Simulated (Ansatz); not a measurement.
Cl2Pb, triplet, geometry from GFN2-xTB (such geometries of metal compounds can be far from the true shape) (the spin is typed, not shown lowest) (core potentials on Pb); Ansatz (a first-principles code) with R2SCAN/def2-SV(P).

The Ansatz input:
Ansatz 0.2 input:
```yaml
crystal:
  periodic: [false, false, false]
  atoms:
    - {symbol: Pb, position_ang: [0.01144871, -0.01642557, 0.68658980]}
    - {symbol: Cl, position_ang: [0.85286476, 1.01583236, -1.64722030]}
    - {symbol: Cl, position_ang: [-0.90808794, -0.93660315, -1.66456578]}
basis:
  gaussian:
    orbitals: def2-SV_P_.json
hamiltonian:
  xc: r2scan
magnetization: {spin_polarized: true, initial_magnetization: 2}
```
The basis file holds def2-SV(P) in the JSON format of the Basis Set Exchange.

It wrote (shortened):

```
Functional definition: r2SCAN
686 factors; their error is unknown
mean field evaluation 1: about -30286.6937 eV, gradient 7.0e0 eV
mean field evaluation 2: about -30286.4218 eV, gradient 9.4e0 eV
mean field evaluation 4: about -30287.0269 eV, gradient 3.4e-1 eV
mean field evaluation 8: about -30286.9991 eV, gradient 7.0e-3 eV
mean field evaluation 16: about -30286.0426 eV, gradient 2.9e0 eV
mean field evaluation 32: about -30286.8986 eV, gradient 1.2e0 eV
mean field -30286.99909505 eV, -1113.0266874779 hartree, gradient 1.4e-5 eV, S^2 2.006176; 4 other end points of the search recorded, 0 dependent functions left out
reference -30286.99910611 eV, -1113.0266878841 hartree; 29, 27 occupied and 33, 35 virtual orbitals, 686 factors
Total energy: -30286.99910611 eV, -1113.0266878841 hartree
```
